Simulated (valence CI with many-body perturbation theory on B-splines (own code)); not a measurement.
# Questions on Yb LVIII

Level of theory: configuration interaction combined with many-body perturbation theory (CI+MBPT): three valence electrons over a frozen Dirac-Fock core [Ne], radial functions for each j: 11 s, 11 p, 10 d, 8 f, 5 g, 2 h, with the one-electron correlation potential Σ1, the two-electron term Σ2, the three-electron term Σ3, Breit, model QED; selected CI, second order for the rest, scaled by the run's own slope (own B-spline code, finite nucleus).

The last digits are not significant, and no measured levels were compared; by estimate large intervals hold to a few tenths of a per cent, small ones and those within an open d or f shell to about a per cent.

Levels are named by their leading jj configuration (3d3/2^4 stands for four electrons in 3d with j = 3/2), which in mixed levels can hold well under half, so a name can repeat and another be missing.

Rates and lifetimes use the calculated energies. Strong lines usually hold to 10 to 20 %, long lifetimes can be off by a factor of two.

Question: What is the ground level?

Answer: (3s^2 3p1/2) J=1/2, composition 100 % 3s2 3p 2P°, g = 0.649.

Question: Where does the other parity begin?

Answer: At (3s 3p1/2^2) J=1/2, 11.25 Ry.

Question: What is the ionisation energy?

Answer: 5861.6 eV; NIST lists 5860 ± 6 eV (theoretical).

Question: Among levels below 210.30 Ry, which E1 lines absorb most strongly from the ground level?

Answer: to (3s^2 3d3/2) J=3/2 at 2.497 nm, f = 0.435; to (3s 3p1/2 4p1/2) J=3/2 at 0.4386 nm, f = 0.233; to (3s 3p1/2 3p3/2) J=1/2 at 2.752 nm, f = 0.200.

Question: How well does LS coupling describe the low levels?

Answer: Among the lowest 20 levels the leading LS term, summed over configurations, holds 64 % on average. For single configurations the figures are 62 % in LS and 93 % in jj coupling. Terms mix most in the J = 3/2 level at 47.58 Ry, where the leading one holds 35 %.
